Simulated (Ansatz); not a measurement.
Correlation energies of AlBrH2OZn by basis set

```xyz
6

O     1.072    0.510   -0.891
Al   -0.452    0.219   -0.209
Zn    0.445   -0.084    2.532
Br   -1.308   -1.888   -0.331
H     1.634   -0.192   -1.215
H    -1.391    1.436    0.115
```

Charge 0, multiplicity 1. For Zn the d shell is correlated and the shells below it are frozen. Correlated methods include outer-core shells of Br, which these sets cover unevenly. Scalar relativity is left out up to krypton. The bonds changed during the relaxation, so this is another structure than the one it started from. Geometry: relaxed with PBE0-D4/def2-TZVP. It is one conformer, not always the lowest. Frozen core, restricted reference, Ansatz 0.2.0.

| basis | HF (Eh) | MP2 corr. | CCSD corr. | (T) | CCSD(T) total |
| --- | --- | --- | --- | --- | --- |
| def2-SVP | ? | -0.77632 | -0.77754 | -0.01879 | ? |
| def2-TZVPP | ? | ? | ? | -0.03554 | ? |
| def2-QZVPP | -4668.43719 | -1.47538 | – | – | – |

Problem. Fill in the withheld values. (An estimate is asked.)

Solution. The calculation gave: def2-SVP HF (Eh): -4667.59021; def2-SVP CCSD(T) total: -4668.38654; def2-TZVPP HF (Eh): -4668.33677; def2-TZVPP MP2 corr.: -1.09348; def2-TZVPP CCSD corr.: -1.06584; def2-TZVPP CCSD(T) total: -4669.43815.
